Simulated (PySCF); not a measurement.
BH, SMILES [BH] (connectivity only; charge and spin as stated), neutral, multiplicity 1. Coordinates come from a PBE0-D3(BJ)/def2-TZVPD optimisation.

TDA-PBE/def2-TZVPD (PySCF) puts the lowest singlet excitations at 2.86, 2.86, 5.65, 7.98, 8.35, 8.35 eV and the lowest triplet (TDA) at 0.98 eV.

Task: What are the lowest singlet roots from EOM-CCSD/aug-cc-pVDZ (PySCF)? (An estimate is asked for; the answer gives what the named calculation found.)

Result: 2.97, 2.97, 6.50, 7.43, 7.62, 7.62 eV; triplets 1.32, 1.32, 5.58 eV. S1 differs by 0.11 eV (second minus first; roots are paired by order, and the bases may differ).
